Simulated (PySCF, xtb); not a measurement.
ClFH₄SSi₂, SMILES F[SiH2]S[SiH2]Cl. The values are those of a single conformer.

Harmonic wavenumbers (cm⁻¹) from GFN2-xTB (xtb) at its own minimum, in rising order: 29, 40, 90, 134, 201, 459, 467, 508, 512, 541, 567, 581, 696, 712, 735, 768, 824, 2301, 2341, 2384, 2437.

**Question.** What does PBE-D3(BJ)/def2-SVP in PySCF give at its own minimum? (An estimate is asked for; the answer gives what the named calculation found.)

**Answer.** 43, 44, 111, 180, 232, 467, 490, 536, 548, 610, 697, 729, 817, 840, 888, 900, 923, 2186, 2196, 2212, 2219. Paired by order, the mean absolute difference is 88 cm⁻¹ and the zero-point energies are 24.8 and 25.5 kcal/mol.
